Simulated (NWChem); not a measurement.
# C$_{2}$H$_{7}$Sb; SMILES [CH3][SbH][CH3]

All runs: NWChem. Geometry: optimised at PBE0/def2-SVP. def2 effective core potentials on Sb; no spin-orbit coupling.

For level B3LYP/def2-SVP (core potentials):

```
Property                     Value
---------------------------  -----
highest occupied level (eV)  -6.44
orbital gap (eV)              6.56
dipole (D)                    0.67
```

### Question
Estimate the same quantities for level B3LYP/STO-3G (all-electron, non-relativistic).

### Answer
The highest occupied level (eV) is -3.92 and the orbital gap (eV) is 8.36. The dipole (D) is 0.84.
